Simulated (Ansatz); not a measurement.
Ansatz (a quantum-chemistry and plane-wave program) input (CCSD(T)/6-31G*):

Ansatz 0.2 input:
```yaml
crystal:
  periodic: [false, false, false]
  atoms:
    - {symbol: B, position_ang: [0.16714416, 0.06889867, -0.01311335]}
    - {symbol: F, position_ang: [0.25080666, 1.35329880, 0.13398153]}
    - {symbol: O, position_ang: [-1.22482078, -0.42755937, 0.10559976]}
    - {symbol: O, position_ang: [1.02088828, -0.89752116, -0.24216516]}
    - {symbol: H, position_ang: [-1.44122987, -1.37464062, 0.01711498]}
    - {symbol: H, position_ang: [1.96465536, -0.70749179, -0.34067312]}
    - {symbol: H, position_ang: [-1.98494627, 0.15859412, 0.27581433]}
basis:
  gaussian:
    orbitals: 6-31G*
total_charge: 1
magnetization: {spin_polarized: false}
correlation: {method: ccsd_t, electrons: outside_noble_gas}
```

End of the output:

```
integrals: 0.04 GiB planned
611 factors; integrals over basis functions are off by at most 1.0e-3 eV
0.30 GiB of device memory are held for the factors and their scratch space
mean field: 0.15 GiB planned
mean field evaluation 1: about -7490.2709 eV, gradient 5.8e1 eV
mean field evaluation 2: about -7490.2766 eV, gradient 5.8e1 eV
mean field evaluation 4: about -7495.8170 eV, gradient 2.6e0 eV
mean field evaluation 8: about -7495.8386 eV, gradient 1.7e-4 eV
mean field evaluation 16: about -7495.8373 eV, gradient 7.2e-1 eV
mean field -7495.83861214 eV, -275.4669881344 hartree, gradient 2.2e-6 eV, S^2 0.000000; 0 other end points of the search recorded, 0 dependent functions left out
4 core orbitals not correlated
reference -7495.83861214 eV, -275.4669881344 hartree; 12, 12 occupied and 50, 50 virtual orbitals, 611 factors
second order -16.26855690 eV of doubles, -0.00000000 eV of singles
coupled cluster: 0.63 GiB planned
cycle   1  -16.26329532 eV  change    5.3e-3 eV  update   8.7e-2
cycle   2  -16.60073705 eV  change   -3.4e-1 eV  update   2.3e-2
cycle   3  -16.69333683 eV  change   -9.3e-2 eV  update   1.3e-2
cycle   4  -16.68942061 eV  change    3.9e-3 eV  update   2.4e-3
cycle   5  -16.68737945 eV  change    2.0e-3 eV  update   9.1e-4
cycle   6  -16.68753927 eV  change   -1.6e-4 eV  update   2.8e-4
cycle   7  -16.68740064 eV  change    1.4e-4 eV  update   8.2e-5
cycle   8  -16.68733275 eV  change    6.8e-5 eV  update   2.9e-5
cycle   9  -16.68734043 eV  change   -7.7e-6 eV  update   1.0e-5
perturbative correction -0.32030322 eV, -0.0117709261 hartree
Total energy: -7512.84625579 eV, -276.0920075101 hartree
```

It need not be the lowest isomer of its formula.
